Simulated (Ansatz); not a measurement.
Cartesian coordinates (Å):
```xyz
17

C     -2.5269    -0.0609     0.5076
C     -1.3034    -0.3370    -0.3670
C      0.0149     0.1277     0.2591
C      1.2471    -0.1441    -0.6090
C      2.5575     0.3236     0.0253
H     -2.6390     1.0244     0.7131
H     -3.4641    -0.4082     0.0277
H     -2.4445    -0.5731     1.4892
H     -1.4303     0.1579    -1.3559
H     -1.2375    -1.4262    -0.5863
H      0.1462    -0.3668     1.2490
H     -0.0467     1.2183     0.4788
H      1.1117     0.3502    -1.5971
H      1.3045    -1.2340    -0.8274
H      2.7375    -0.1813     0.9976
H      2.5431     1.4163     0.2215
H      3.4296     0.1131    -0.6263
```
Charge 0, multiplicity 1.

Computed with frozen-core CCSD(T)/cc-pVDZ // PBE-D3(BJ)/def2-SVP (Ansatz, a quantum-chemistry and plane-wave program).

```json
{
 "HF energy": "-196.34511 Ha",
 "MP2 correlation energy": "-0.73421 Ha"
}
```

**Question.** Estimate the CCSD correlation energy, the (T) correction, the total energy and the T1 diagnostic.

**Answer.** 
```yaml
CCSD correlation energy: -0.81028 Ha
"(T) correction": -0.02344 Ha
CCSD(T) total energy: -197.17883 Ha
T1 diagnostic: 0.007
```
